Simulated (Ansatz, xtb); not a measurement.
Ranking isomers of C5H8ClNO

9 gas-phase structures of C5H8ClNO, from a drawn sample of its isomers (lower ones may exist). Each was relaxed with GFN2-xTB; where two conformers were screened, the lower at r2SCAN-D4/def2-SVP is listed:

A. `CC(=O)N/C=C/CCl`, a singlet
B. `C/C(O)=N/C=C\CCl`, a singlet
C. `C=C(O)N/C=C\CCl`, a singlet
D. `C/C(O)=N/C=C/CCl`, a singlet
E. `C/C(O)=N\C=C\CCl`, a singlet
F. `C/C(O)=N\C=C/CCl`, a singlet
G. `C=C(O)N/C=C/CCl`, a singlet
H. `CC(=O)/N=C/CCCl`, a singlet
I. `CC(=O)N/C=C\CCl`, a singlet

Make a reasoned guess at their ranking by r2SCAN-D4/def2-SVP single-point energy.

Calculated order at r2SCAN-D4/def2-SVP: I (0.000), A (0.042), H (0.537), B (0.661), F (0.662), E (0.707), D (0.741), C (1.148), G (1.195) eV. Less than 1 kcal/mol parts I and A; B and F; E and D, so the order within those pairs means little.

Energies above the lowest of each column, in eV; the last columns are at B3LYP/def2-SVP geometries and were run for some of them only (a dash: not run or not comparable):

```json
{"structure": "I", "GFN2-xTB": "0.000", "HF/STO-3G": "0.048", "r2SCAN-D4/def2-SVP": "0.000", "B3LYP/def2-SVP": "0.000", "CCSD(T)/def2-SVP + ΔMP2/def2-TZVPP": "0.000"}
{"structure": "A", "GFN2-xTB": "0.007", "HF/STO-3G": "0.000", "r2SCAN-D4/def2-SVP": "0.042", "B3LYP/def2-SVP": "0.013", "CCSD(T)/def2-SVP + ΔMP2/def2-TZVPP": "0.018"}
{"structure": "H", "GFN2-xTB": "0.338", "HF/STO-3G": "0.251", "r2SCAN-D4/def2-SVP": "0.537", "B3LYP/def2-SVP": "0.407", "CCSD(T)/def2-SVP + ΔMP2/def2-TZVPP": "0.272"}
{"structure": "B", "GFN2-xTB": "0.366", "HF/STO-3G": "0.746", "r2SCAN-D4/def2-SVP": "0.661", "B3LYP/def2-SVP": "0.679", "CCSD(T)/def2-SVP + ΔMP2/def2-TZVPP": "0.553"}
{"structure": "F", "GFN2-xTB": "0.439", "HF/STO-3G": "0.472", "r2SCAN-D4/def2-SVP": "0.662", "B3LYP/def2-SVP": "0.620", "CCSD(T)/def2-SVP + ΔMP2/def2-TZVPP": "0.498"}
{"structure": "E", "GFN2-xTB": "0.441", "HF/STO-3G": "0.509", "r2SCAN-D4/def2-SVP": "0.707", "B3LYP/def2-SVP": "–", "CCSD(T)/def2-SVP + ΔMP2/def2-TZVPP": "–"}
{"structure": "D", "GFN2-xTB": "0.389", "HF/STO-3G": "0.655", "r2SCAN-D4/def2-SVP": "0.741", "B3LYP/def2-SVP": "–", "CCSD(T)/def2-SVP + ΔMP2/def2-TZVPP": "–"}
{"structure": "C", "GFN2-xTB": "0.858", "HF/STO-3G": "1.272", "r2SCAN-D4/def2-SVP": "1.148", "B3LYP/def2-SVP": "–", "CCSD(T)/def2-SVP + ΔMP2/def2-TZVPP": "–"}
{"structure": "G", "GFN2-xTB": "0.846", "HF/STO-3G": "1.221", "r2SCAN-D4/def2-SVP": "1.195", "B3LYP/def2-SVP": "–", "CCSD(T)/def2-SVP + ΔMP2/def2-TZVPP": "–"}
```

CCSD(T)/def2-SVP + ΔMP2/def2-TZVPP has A and I within 1 kcal/mol of each other at the bottom, and every level picks one of them. CCSD(T)/def2-SVP + ΔMP2/def2-TZVPP orders those it was run on as I (0.000), A (0.018), H (0.272), F (0.498), B (0.553) eV. Less than 1 kcal/mol parts I and A, so the order within that pair means little. Some further structures that were screened fall inside this span and aren't listed. Flexible structures stand in one conformer each, not always the lowest. Frequencies (GFN2-xTB) were run for A, B, H, I alone. The ΔMP2 step shifts differences by up to 0.156 eV, which makes them less sure. ΔMP2 is the change of the MP2 energy from the smaller to the larger basis.

Over these structures GFN2-xTB departs from r2SCAN-D4/def2-SVP by 0.097 eV on average once a common shift is removed. A GFN2-xTB relaxation took about 0.8 s and the r2SCAN-D4/def2-SVP energy about 7.8 s on a shared host (Ansatz 0.2.0, xtb 6.7.1).
